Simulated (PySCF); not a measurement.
# Radial density of Cs (caesium, neutral)

r2SCAN, [Xe] 6p1, 2P determinant (an excited configuration). All numbers are calculated (PySCF 2.14, the spin-free X2C one-electron Hamiltonian (Gaussian nucleus), in aug-cc-pwCVTZ-X2C (11s10p8d4f, 109 functions)).

```csv
r (bohr),4πr²ρ (e/bohr),4πr²(ρα − ρβ)
0.0269,65.88,0.0006
0.0452,67.39,0.0014
0.0761,93.12,0.0011
0.128,71.33,-0.0001
0.215,78.65,0.0031
0.362,41.56,0.0002
0.609,30.98,0.0068
1.02,14.64,0.0039
1.72,6.044,0.0261
2.90,1.520,-0.0021
4.88,0.1573,0.1163
8.20,0.1393,0.1392
13.8,0.01185,0.0118
23.2,3.390e-05,0.0000
```

Densities and radii are taken from the X2C orbitals without a picture-change correction, which distorts them close to the nucleus.

Spin-orbit coupling, absent here, splits the open shell strongly.

Q: Where is the radial spin density 4πr²(ρα − ρβ) most negative, and why is it negative at all?

A: Around r = 2.90 bohr, down to -0.0021 e/bohr: exchange with the open shell polarises the paired shells in an unrestricted calculation.
